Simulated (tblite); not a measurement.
C3H7FO3Si.
Numbering: `[F:1][C@@H:2]1[CH2:3][O:4][C@H:5]([O:6][SiH3:7])[O:8]1` (hydrogens: H9 on C2; H10, H11 on C3; H12 on C5; H13, H14, H15 on Si7)

Geometry (GFN2-xTB, Å), atoms numbered from 1 in this order:
```xyz
15
C3H7FO3Si angstrom
F     -0.779    1.392    1.318
C     -1.155    1.100    0.028
C     -1.905   -0.250   -0.001
O     -1.136   -1.024   -0.901
C      0.137   -0.485   -0.877
O      0.859   -0.985    0.155
Si     2.229   -0.355    0.798
O     -0.052    0.909   -0.777
H     -1.724    1.967   -0.323
H     -2.918   -0.178   -0.394
H     -1.907   -0.689    1.002
H      0.629   -0.690   -1.838
H      2.001    0.960    1.390
H      3.244   -0.252   -0.254
H      2.471   -1.412    1.766
```

Computed values, GFN2-xTB/tblite, gas phase, harmonic and unscaled. Errors from tens to a few hundred cm⁻¹ against measured bands are possible. Modes of hydrogen on silicon can be 10 to 20 % off. One conformer, not necessarily the lowest.

Harmonic wavenumbers (cm⁻¹): 68.2, 88.3, 105.1, 149.2, 176.1, 396.3, 419.3, 466.3, 541.3, 619.5, 661.5, 710.9, 733.2, 784.8, 793.9, 821.6, 864.7, 896.2, 939.6, 997.4, 1009.2, 1042.7, 1075.2, 1104.9, 1143.4, 1162.3, 1203.3, 1249.5, 1271.1, 1301.5, 1331.4, 1444.0, 2228.4, 2290.4, 2341.0, 2910.9, 2935.4, 2950.3, 3006.2.

A = 2816, B = 1455, C = 1157 MHz; mass 138.015 u (most abundant isotopes); point group C1, symmetry number 1.

Q: Zero-point energy?

A: Half the sum of the wavenumbers: 22117 cm⁻¹ = 63.24 kcal/mol.

Q: Entropy at 200 K, 1 bar (ideal gas, RRHO, classical rotation)?

A: Translation 38.72, rotation 27.42, vibration 14.54: S = 80.7 cal/(mol K).

Q: And Cp and H(200 K) − H(0)?

A: Cp = 23.73 cal/(mol K), of which vibrations give 15.78 (their classical limit is 39 R = 77.5); H(200 K) − H(0) = 3.19 kcal/mol without the zero-point energy, 1.60 from vibrations.

Q: Which modes carry the vibrational entropy at 200 K?

A: 68.2 cm⁻¹: 3.42; 88.3 cm⁻¹: 2.92; 105.1 cm⁻¹: 2.59; 149.2 cm⁻¹: 1.94; 176.1 cm⁻¹: 1.64; 396.3 cm⁻¹: 0.47 cal/(mol K); the other 33 give 1.55 together.

Q: Blend soft modes into free rotors: weight 1/[1 + (100 cm⁻¹/ν̃)⁴] for the oscillator and the rest for a rotor with moment μB/(μ + B), μ = h/(8π²ν), B = 10⁻⁴⁴ kg m². What vibrational entropy results?

A: 13.81 cal/(mol K) in place of 14.54, which changes −T·S at 200 K by +0.14 kcal/mol.

Hindered rotation and anharmonicity are outside this model. Other conformers, if any are populated, would add a mixing term that is left out. The structure is chiral; the term R ln 2 for an equal mix with its mirror image is left out.

The run took 0.38 s on one thread of an Arm Neoverse V2, no GPU, shared host with 96 logical CPUs at a one-minute load of 45. This covers the Hessian and the dipole derivatives.
